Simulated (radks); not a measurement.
Effect of the nuclear size on the iridium ion Ir+, [Xe] 4f14 5d7 6s1. Calculated with a radial shooting solver on a logarithmic mesh with Libxc functionals: Dirac Kohn-Sham, exchange-only LDA, spin-unpolarised, spherical densities, finite nucleus; open shells are shared between the two j in proportion to 2j + 1; Fermi nuclear charge, rms radius 5.4032 fm. The rms radius is varied about that value; shifts are against it.

rms radius (fm),total energy shift (eV),density at nucleus (e/bohr^3),1s1/2 shift (meV),2s1/2 shift (meV),5s1/2 shift (meV),5p1/2 shift (meV),6s1/2 shift (meV),6p1/2 (empty) shift (meV),7s1/2 (empty) shift (meV)
4.3982,-27.1,1.96e+06,-10900,-1580,-16.7,0.237,-1.64,0.160,-0.184
5.0304,-10.5,1.863e+06,-4220,-611,-6.43,0.091,-0.633,0.062,-0.071
5.4032,0,1.813e+06,0.000,0.000,0.000,0.000,0.000,0.000,0.000
5.8355,12.7,1.761e+06,5120,742,7.81,-0.110,0.769,-0.075,0.086
6.4892,33.1,1.692e+06,13300,1930,20.3,-0.284,2.00,-0.195,0.224

Slopes of the eigenvalues against <r^2> in GHz/fm^2, as finite differences over the two radii next to the reference (eigenvalue slopes, not the field-shift constants of lines): 1s1/2 258000, 2s1/2 37400, 5s1/2 394, 5p1/2 -5.54, 6s1/2 38.7, 6p1/2 (empty) -3.78, 7s1/2 (empty) 4.33.
